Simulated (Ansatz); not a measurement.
Reactions of `C[O][Al]([F])[SH]`.

Calculated with Ansatz (gas phase, PBE0-D4/def2-TZVP geometries, no zero-point term in ΔE). CCSD(T)/CBS is the MP2 limit (def2-TZVPP, def2-QZVPP) plus CCSD(T) − MP2 in def2-TZVPP, frozen cores. Small cases extrapolate CCSD(T) itself. For Br, Ge, Se outer-core shells are correlated without core-valence functions, which leaves a few kJ/mol of doubt a bond. Scalar relativity is left out up to krypton. One conformer a species, not always the lowest.

Task: Order these by ΔE at CCSD(T)/CBS, lowest first. (Estimate.)
A. `C[O][Al]([F])[SH]` + `[OH][GeH2][SeH]` → `C[O][GeH2][SeH]` + `[OH][Al]([F])[SH]`
B. `C[O][Al]([F])[SH]` + HBr → `[F][Al]([SH])[Br]` + CH₃OH
C. `C[O][Al]([F])[SH]` + H₂ → `[F][AlH][SH]` + CH₃OH
D. `C[O][Al]([F])[SH]` + `C=CC(F)Cl` → `[F][Al]([F])[SH]` + `C=CC(Cl)OC`

Result: D (-0.82 eV), B (-0.29 eV), A (-0.07 eV), C (+1.18 eV).

Largest T1 diagnostic: 0.012, for `[F][Al]([F])[SH]`.

Extrapolated directly: `C[O][Al]([F])[SH]` + H₂ → `[F][AlH][SH]` + CH₃OH.
